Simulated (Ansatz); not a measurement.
System: sum formula Si4H9Cl, charge 0, multiplicity 1. 
Structure (B3LYP-D3(BJ)/def2-TZVP (Ansatz, an electronic-structure program) minimum search):
```
Si
H 1 1.4832
H 1 1.4855 2 108.50
Si 1 2.3440 2 110.01 3 -120.65
H 4 1.4817 1 109.53 2 -59.89
H 4 1.4828 5 109.08 1 -122.10
H 4 1.4837 5 108.56 6 -118.38
Si 1 2.3451 2 108.93 3 119.83
H 8 1.4843 1 111.91 2 -48.36
H 8 1.4861 9 108.65 1 122.21
Si 8 2.3410 9 109.65 10 118.41
H 11 1.4798 8 114.13 9 -43.41
H 11 1.4801 12 108.97 8 124.77
Cl 11 2.0812 12 107.50 13 115.99
```
Charge 0, spin multiplicity 1.

Atomisation energy built up term by term with Ansatz (kcal/mol; UHF references for open shells; valence terms freeze the core; atomic spin-orbit terms are left out). Basis-set limits of correlation are two-point, X^-3; Hartree-Fock from the larger set.

```
term                                            basis  kcal/mol
-----------------------  ----------------------------  --------
Hartree-Fock                              cc-pV(Q+d)Z    748.98
CCSD correlation         CBS(cc-pV(T+d)Z,cc-pV(Q+d)Z)    219.55
(T)                      CBS(cc-pV(T+d)Z,cc-pV(Q+d)Z)     10.86
core correlation                            cc-pwCVTZ     -0.31
scalar relativity (X2C)    cc-pVTZ-DK against cc-pVTZ     -2.78
sum: De                                                   976.3
```

(T) makes 1.1 % of the CCSD(T) atomisation energy; under 5 % is typical of single-reference molecules.
